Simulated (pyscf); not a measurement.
Single points on ωB97X-D3(BJ)/def2-SVP structures (PySCF, gas phase). MP2 and CC: frozen core, UHF for open shells. ΔMP2 is the change of the MP2 total energy from the triple- to the quadruple-zeta basis.

Q: For the elementary gas-phase step H₃C–SiH: (SMILES C[SiH]) [singlet] → H₂C=SiH₂ (SMILES C=[SiH2]) (singlet surface; C–H broken, H–Si formed), what barrier and reaction energy does CCSD(T)/def2-TZVPP + ΔMP2(QZVPP) give, measured from the reactant's lowest minimum found?

A: ΔE‡ = 150.8 kJ/mol, ΔE = -11.3 kJ/mol. Zero-point energy shifts the barrier by -8.8 kJ/mol. It is a hydrogen shift, with an imaginary mode of 1127i cm⁻¹. One saddle was located; it need not be the lowest between these sides. The CCSD(T) − MP2 part came from Ansatz, without density fitting, on the same reference. The largest closed-shell T1 diagnostic is 0.037, which may signal static correlation.
